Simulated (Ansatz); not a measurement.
Relaxation of C₂H₃BClFO (9 atoms, charge 0, multiplicity 1), to a largest force component of 0.02 eV/Å in at most 50 steps.

All numbers below come from Ansatz 0.2.0, UHF/def2-SVP.

```xyz
9
Properties=species:S:1:pos:R:3
F 0.783 -2.045 0.122
C 0.748 -0.620 0.075
Cl 2.358 0.035 -0.191
B -0.238 -0.013 -0.952
C -0.868 0.483 0.437
O 0.154 -0.062 1.211
H -0.175 0.501 -1.997
H -1.815 0.058 0.703
H -0.859 1.616 0.575
```

**Question.** Where does it end, and by what steps?

**Answer.** The run converged. After 11 steps the energy has fallen by 0.856 eV; H7 moved furthest, 0.37 Å.

| step | energy less start (eV) | largest force component (eV/Å) | accepted |
| --- | --- | --- | --- |
| 0 | 0.0000 | 3.819 | yes |
| 1 | -0.7396 | 1.791 | yes |
| 2 | -0.8295 | 0.405 | yes |
| 3 | -0.8376 | 0.175 | yes |
| 4 | -0.8300 | 0.613 | no |
| 5 | -0.8452 | 0.071 | yes |
| 6 | -0.8494 | 0.147 | yes |
| 7 | -0.8525 | 0.138 | yes |
| 8 | -0.8556 | 0.061 | yes |
| 9 | -0.8559 | 0.043 | yes |
| 10 | -0.8561 | 0.025 | yes |
| 11 | -0.8561 | 0.009 | yes |

```xyz
9
Properties=species:S:1:pos:R:3
F 0.970 -1.985 0.019
C 0.773 -0.681 0.049
Cl 2.387 0.130 0.001
B -0.223 0.097 -0.934
C -0.862 0.574 0.443
O 0.053 -0.294 1.139
H -0.385 0.213 -2.105
H -1.896 0.282 0.635
H -0.728 1.617 0.735
```

Whether the end is a true minimum wasn't checked by a vibrational analysis.

Run time: 24 s on 2 threads of Intel(R) Xeon(R) Platinum 8375C CPU @ 2.90GHz (Ice Lake), with other jobs on the host, peak memory 0.3 GiB.
